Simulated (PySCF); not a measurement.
A GIAO shielding run with PySCF (density fitting, non-relativistic, gas phase) on p-anisic acid (SMILES COc1ccc(C(=O)O)cc1):

```
$ OMP_NUM_THREADS=1 python probes_run.py task.json out

{"job": {"kind": "nmr", "xc": "PBE0", "basis": "pcSseg-1"}, "charge": 0, "multiplicity": 1}
C     -3.416451    -0.493628    -0.247068
O     -2.519787     0.222778     0.569969
C     -1.192624     0.139667     0.314165
C     -0.360006     0.874349     1.166402
C      1.004226     0.861489     0.997004
C      1.573113     0.112262    -0.034620
C      3.026337     0.065845    -0.262713
O      3.567225    -0.563149    -1.140707
O      3.734035     0.803891     0.611977
C      0.744684    -0.618022    -0.882189
C     -0.624835    -0.609218    -0.715576
H     -3.233784    -1.571128    -0.194092
H     -4.408291    -0.277250     0.145769
H     -3.360394    -0.164177    -1.288947
H     -0.820165     1.446795     1.955988
H      1.641437     1.428476     1.657085
H      4.677853     0.728258     0.403304
H      1.198067    -1.192824    -1.675577
H     -1.240442    -1.185167    -1.387634
```

Hardware: 1 thread of an Arm Neoverse V1, shared host. The job also computes population analyses, field gradients, ring-centre shieldings.

Question: How large is the calculation?

Answer: 80 electrons, 227 basis functions and 1171 auxiliary functions.

Question: How long does it take, and how much memory does it need?

Answer: 54 s of wall time, with 15 SCF cycles and 5 response iterations; peak memory 1 GiB. Times on a shared host scatter by some tens of per cent.
